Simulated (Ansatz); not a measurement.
Energy needed to pull apart SnH3BrO (SMILES [OH][SnH2][Br]), singlet, into free ground-state atoms, from the structure below (displaced at random from its PBE0-D4/def2-TZVP minimum); no zero-point or spin–orbit terms; open-shell atoms are treated unrestricted, in their ground-state multiplicity.

```
atom    x (Å)    y (Å)    z (Å)
  O1  -1.5483  -0.4089  -0.2597
 Sn2   0.2214   0.3890   0.2210
 Br3   1.7221  -1.6650   0.6078
  H4  -1.4615  -0.9814  -0.9994
  H5   0.9034   1.2119  -1.1762
  H6  -0.0782   1.3666   1.6574
```

Program: Ansatz 0.2.0. Basis: def2-TZVPP. Cores are frozen in the correlated methods. Filled d shells of the heavier atoms are correlated. Core potentials replace the inner electrons of the atoms past krypton. The def2 sets are not built for correlating such inner shells, so the correlated values are less sure here.

```json
{"method": "PBE-D4", "atomization energy (eV)": "16.85"}
{"method": "r2SCAN-D4", "atomization energy (eV)": "16.72"}
{"method": "PBE0-D4", "atomization energy (eV)": "16.39"}
{"method": "wB97M-V", "atomization energy (eV)": "?"}
{"method": "HF", "atomization energy (eV)": "11.14"}
{"method": "MP2", "atomization energy (eV)": "?"}
{"method": "CCSD", "atomization energy (eV)": "15.95"}
{"method": "CCSD(T)", "atomization energy (eV)": "16.29"}
```

(1) What does MP2 give? (To be estimated.)

(2) What does wB97M-V give? (To be estimated.)

T1 diagnostic: at most 0.012.

Answers

(1) By the calculation: 16.36 eV, which is about 0.07 eV more than CCSD(T)/def2-TZVPP.

(2) By the calculation: 16.59 eV, which is about 0.30 eV more than CCSD(T)/def2-TZVPP.

In triple zeta the MP2 and coupled-cluster atomization energies are still short of their basis limit by a few kcal/mol a bond, whereas those of the functionals are nearly converged, so these differences are not deviations from converged CCSD(T).

For scale, one of the runs: CCSD(T)/def2-TZVPP forces, 171 basis functions (an equivalent command: `ansatz run in.yaml --threads 4`). The run took 2.7 min on 4 CPU threads (shared host), with 3.3 GiB of host memory at its peak.
